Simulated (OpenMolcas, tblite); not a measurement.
## How methods differ on GeO (SMILES [O]=[Ge])

GeO has 2 atoms, charge 0, and is taken as a singlet. As SMILES, `[O]=[Ge]`. The shape is that of a PBE0-D4/def2-TZVP optimisation.

| atom | x (Å) | y (Å) | z (Å) |
| --- | --- | --- | --- |
| O | 0.0000 | 0.0000 | -0.0230 |
| Ge | 0.0000 | 0.0000 | 1.5995 |

Quantity: the HOMO–LUMO gap, in eV. The values are calculated.

```
         level            kind     program  value (eV)   CPU time
      GFN2-xTB  semi-empirical      tblite        4.61  under 2 s
    HF/cc-pVTZ    Hartree–Fock  OpenMolcas       12.41      4.9 s
 SVWN5/cc-pVTZ             LDA  OpenMolcas        4.34      8.8 s
revPBE/cc-pVTZ             GGA  OpenMolcas        4.35       10 s
 M06-L/cc-pVTZ        meta-GGA  OpenMolcas        4.68       14 s
  PBE0/cc-pVTZ   global hybrid  OpenMolcas        6.47       11 s
B2PLYP/cc-pVTZ   double hybrid  OpenMolcas        8.73        8 s
```

All-electron rows without a relativistic Hamiltonian named are non-relativistic. The values span 4.34 to 12.41 eV. Orbital gaps aren't excitation energies, and those of double hybrids come from the SCF part alone; they tend to grow with the share of exact exchange. Times are those of the runs behind each value, whatever else they computed, on shared processors of several kinds: orders of magnitude only.
